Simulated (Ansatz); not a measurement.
Reaction (atomization): `[OH][SnH]([OH])[OH]` → 4 H• + 3 O• + Sn•

Isolated molecules relaxed with PBE0-D4/def2-TZVP in Ansatz; ΔE leaves out vibrations. CBS: MP2 limit from def2 TZ/QZ plus the TZ coupled-cluster correction, frozen cores. This one scheme is used for every species, atoms too. DFT in def2-TZVPP. B3LYP here is the variant with VWN-RPA as its local correlation; programs differ in this. Open shells (•) are unrestricted, without spin–orbit coupling. Spin–orbit coupling would lower the free atoms: a little for O; strongly for Sn. def2 core potentials past Kr. Bonds to Sn are less sure, by a few kJ/mol each and by 10 to 20 or more in all where they break to atoms, as the def2 sets lack core-valence functions. One conformer a species, not always the lowest.

`[OH][SnH]([OH])[OH]`:

Z-matrix (Å, degrees):
```
Sn
O 1 1.953
O 1 1.953 2 106.6
O 1 1.953 2 106.8 3 -113.9
H 1 1.690 2 112.1 3 123.1
H 2 0.961 1 111.9 3 4.8
H 3 0.961 1 111.9 2 -109.9
H 4 0.961 1 111.9 2 5.2
```

Problem. What is ΔE at CCSD(T)/CBS? (Best estimate.)

Solution. Computed: +642.2 kcal/mol.

Problem. What do these levels give: B3LYP-D4, r2SCAN0-D4, B3LYP, CAM-B3LYP, CCSD/def2-TZVPP, CCSD/CBS(def2)? (Best estimate.)

Solution. Ansatz gave: B3LYP-D4 624.0, r2SCAN0-D4 607.7, B3LYP 618.8, CAM-B3LYP 628.4, CCSD/def2-TZVPP 602.3, CCSD/CBS(def2) 628.6 kcal/mol.

Largest T1 diagnostic among the species: 0.014.

At CCSD(T), def2-SVP lies −72.7 kcal/mol from the extrapolated value and def2-TZVPP −26.3 kcal/mol: correlation converges slowly with the basis, and small sets miss more of it in the bonded molecule than in its fragments. From r2SCAN to r2SCAN0 (25 % exact exchange), in def2-TZVPP and without D4, ΔE moves by −22.3 kcal/mol: exact exchange takes away binding that semilocal exchange gives to molecules.

For atomizations the MP2-based limit and the directly extrapolated one differ by several kJ/mol either way, and by 10 to 25 for some Ge, Se and Sn compounds, so smaller differences from it don't rank the levels.
